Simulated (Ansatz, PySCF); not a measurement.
Caution: the highest occupied level lies above zero, so the state may not be bound. Caution: the restricted solution is unstable towards spin-unrestricted or complex orbitals, so a lower solution exists and this singlet may not be the ground state. This singlet is an excited state, 0.27 eV above the relaxed triplet at the level B3LYP/aug-cc-pVTZ // PBE0-D3(BJ)/def2-TZVPD (Ansatz, a program for electronic structure).

CHBN, SMILES `N#C[BH-]` (excited singlet) (charge -1, multiplicity 1)

Level of theory: PBE0-D3(BJ)/def2-TZVPD run with PySCF 2.14.0.

| Property | Result |
|---|---|
| HOMO | 0.49 eV |
| total energy | -118.1335 Ha |
| cost | very roughly 8 core-seconds |

```xyz
4

B     -0.7955     0.5885    -0.2550
C      0.5936     0.0113    -0.5421
N      1.6898    -0.3044    -0.8088
H     -1.4878    -0.2954     0.2243
```
Charge -1, spin multiplicity 1.
